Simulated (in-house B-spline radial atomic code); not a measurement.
## Ionising As III (As2+) with different functionals

Computed with an all-electron radial atomic-structure program (B-spline basis): non-relativistic Hamiltonian, point nucleus, spin-polarised at highest spin, spherical fractional occupations for the functionals, the average over the highest-spin determinants for Hartree-Fock. The ionisation energy is the difference of two self-consistent energies, [Ar] 3d10 4s2 4p1 → [Ar] 3d10 4s2, without Breit or QED terms; ε is the level of the shell that loses the electron (its least bound occupied spin orbital). There is no spin-orbit coupling in this Hamiltonian.

Hybrids are left out here: with spherical fractional occupations of an open shell their exact exchange keeps a self-interaction that integer-occupation calculations don't have.

| method | rung | ΔSCF (eV) | -ε(4p) (eV) |
| --- | --- | --- | --- |
| Hartree-Fock | Hartree-Fock | 27.34 | 27.55 |
| LDA VWN5 | LDA | 28.25 | 23.37 |
| LDA PW92 | LDA | 28.24 | 23.36 |
| LDA exchange-only | LDA | 27.07 | 22.29 |
| PBE | GGA | 27.97 | 23.18 |
| PBEsol | GGA | 28.00 | 23.21 |
| BLYP | GGA | 27.96 | 23.06 |
| RPBE | GGA | 27.87 | 23.12 |
| PW91 | GGA | 28.07 | 23.27 |
| BP86 | GGA | 28.14 | 23.32 |
| AM05 | GGA | 27.96 | 23.17 |
| OLYP | GGA | 27.75 | 23.05 |
| TPSS | meta-GGA | 27.91 | 23.21 |
| SCAN | meta-GGA | 28.00 | 23.36 |
| r2SCAN | meta-GGA | 27.97 | 23.36 |
| M06-L | meta-GGA | 27.60 | 22.85 |
| revTPSS | meta-GGA | 27.89 | 23.21 |

Q: How do they compare with the NIST value?

A: NIST lists 28.35 eV ± 0.012 (measured, ground level to ground level). Errors run from -1.28 to -0.10 eV; LDA VWN5 is closest (-0.10 eV), though others lie within the uncertainty of it, and part of that can be cancellation, since the calculations leave out relativity, Breit-QED terms, multiplet and fine-structure energies. Hartree-Fock also lacks correlation.
